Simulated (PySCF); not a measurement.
Excitations are Tamm–Dancoff values on a coarser integration grid. The basis has no diffuse functions, so Rydberg states are missing or too high.

Z-matrix (Å, degrees):
```
O
C 1 1.3510
O 2 1.2055 1 121.81
C 2 1.5002 3 125.57 1 -179.92
H 4 1.0860 2 109.95 3 -0.04
H 4 1.0909 5 110.21 2 120.90
H 4 1.0909 5 110.21 6 118.18
Si 1 1.6946 2 118.86 3 0.03
H 8 1.4746 1 110.55 2 61.95
H 8 1.4746 9 111.45 1 123.40
H 8 1.4754 9 110.51 10 123.32
```
Charge 0, multiplicity 1.

Task: What S1–T1 gap (TDA), LUMO, S1 excitation (TDA), T1 excitation (TDA) and total energy does TPSSh-D3(BJ)/def2-TZVP // B3LYP-D3(BJ)/def2-TZVP (PySCF) give?

Result: 
```
Item                        Value
-------------------  ------------
S1–T1 gap (TDA)           0.58 eV
LUMO                     -0.61 eV
S1 excitation (TDA)       5.83 eV
T1 excitation (TDA)       5.25 eV
total energy         -519.9537 Ha
```
